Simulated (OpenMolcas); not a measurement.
# Lines of Ir7+: computed and rescaled rates

```yaml
Program: OpenMolcas 26.06
Method: "SS-RASPT2, IPEA 0.25 Eh, imaginary shift 0.1 Eh (closed shells correlated: 5s)"
Basis: ANO-RCC-VQZP [9s8p6d4f2g1h]
Scalar_Hamiltonian: DKH2, point nucleus
Active_space: 8 electrons in 8 orbitals (RAS1 5p, at most 2 holes; RAS2 5d)
State_averaging: 2S+1 = 3 even, 10 roots; 2S+1 = 1 even, 15 roots
Spin-orbit_coupling: state interaction with AMFI integrals over the reference wave functions, term energies averaged over their components
```

Rates come from the transition moments of the reference wave functions (E1 and E2 in the length form). At fixed line strength A goes as λ^-3 for E1 and M1 and as λ^-5 for E2, so a rate at the computed wavelength can be rescaled to the measured one. Measured vacuum wavelengths follow from level energies in van het Hof, Joshi, Wyart and Sugar, J. Res. Natl. Inst. Stand. Technol. 100, 687 (1995). Branching counts decays inside the model space alone, at computed energies, and the table is only a selection of the E2 and M1 lines, drawn from those between levels with measured partners whose computed energy lies within a factor of 1.5 of the measured one.

```csv
Upper,Lower,Type,λ computed (nm),λ measured (nm),A computed (s-1),A rescaled (s-1),Branching %
5d2 3P1,5d2 3P0,M1,1229,1255,8.70e+00,8.17e+00,64.4
5d2 3F4,5d2 3F3,M1,1099,1118,1.21e+01,1.15e+01,99.9
5d2 3F3,5d2 3F2,M1,776.9,789.1,4.73e+01,4.51e+01,100.0
5d2 3P2 [57 %],5d2 3P1,M1,739.9,732.2,1.90e+01,1.96e+01,20.3
5d2 1G4,5d2 3F4,M1,665.8,683.2,1.90e+01,,24.1
5d2 3P0,5d2 3F2,E2,556.5,579.6,5.12e-01,4.18e-01,100.0
5d2 1G4,5d2 3F3,M1,414.7,424.1,5.97e+01,,75.6
5d2 3P1,5d2 3F2,M1,383.1,396.5,3.94e+00,,29.1
5d2 3P1,5d2 3F2,E2,383.1,396.5,5.17e-01,4.35e-01,3.8
5d2 1S0,5d2 3P2 [57 %],E2,377.2,382.5,4.17e+00,,1.0
5d2 3P2 [57 %],5d2 3F3,M1,373.9,381.6,1.94e+01,,20.7
5d2 3P2 [57 %],5d2 3F2,M1,252.4,257.2,2.11e+00,,2.3
5d2 1S0,5d2 3P1,M1,249.8,251.2,3.68e+02,,89.4
5d2 1S0,5d2 3F2,E2,151.2,153.8,1.19e+01,,2.9
```

Spin-changing lines and M1 lines between different terms are not rescaled, since their strength hangs on the term gaps too.

The largest correction is for 5d2 3P0 → 5d2 3F2 (E2): 5.12e-01 × (556.5 / 579.6)^5 = 4.18e-01 s-1, a factor of 0.82.

The computed rate and branching of 5d2 3P0 → 5d2 3F2 give the upper level a radiative lifetime of 1.000 / 5.12e-01 s-1 = 1.95e+00 s, counting decays inside the model space alone. The rescaled rate gives about 2.4e+00 s.

These are rates of the free ion; in crystals, glasses and complexes forced electric-dipole and non-radiative decay shorten such lifetimes by orders of magnitude. No measured rate stands beside these. Rescaling mends the energy factor alone: line strengths can still be far off where a level mixes with configurations outside the active space, and weak or spin-changing lines hang on small mixing coefficients that depend on the term gaps too, so rescaling need not improve them.

CASPT2 breaks the degeneracy within a term, and the mean is taken; among the terms shown or strongly mixed into the levels shown the widest spread is 380 cm-1 (5d2 1G). Active for correlation alone: 5p; no level in the range computed is led by a configuration that opens it, so any true level of that kind is missing. Computed and measured levels are paired by configuration, term and J; levels that our copy of the source lacks, or whose pairing is in doubt (as where it misses far off the trend of its configuration), stay unpaired. Levels of configurations outside the active space are missing.

A share in square brackets marks a mixed level and gives the weight of the term that names it.
